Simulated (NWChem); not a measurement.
System: BCl cation, doublet

```xyz
2

B      0.0000     0.0000    -1.2134
Cl     0.0000     0.0000     0.3903
```
Atoms are numbered in this order, from 1.

Results from NWChem. Spin-unrestricted. All runs use the structure optimised with PBE0/def2-SVP, spin-unrestricted. No stability test was run on the SCF state. Fermi-contact couplings, non-relativistic, static geometry.

| level | A(iso) 11B atom 1 (MHz) | A(iso) 35Cl atom 2 (MHz) | <S²> |
|---|---|---|---|
| BHandHLYP/IGLO-III | 1437 | 19.5 | 0.754 |
| CAM-B3LYP/IGLO-III | 1412 | 22.2 | 0.755 |
| TPSSh/aug-cc-pVTZ-J | … | … | 0.757 |
| PBE0/aug-cc-pVTZ-J | 1383 | 20.8 | 0.758 |

**Question.** What belongs in the gaps?

**Answer.** 
- TPSSh/aug-cc-pVTZ-J, A(iso) 11B atom 1 (MHz): 1363
- TPSSh/aug-cc-pVTZ-J, A(iso) 35Cl atom 2 (MHz): 20.3
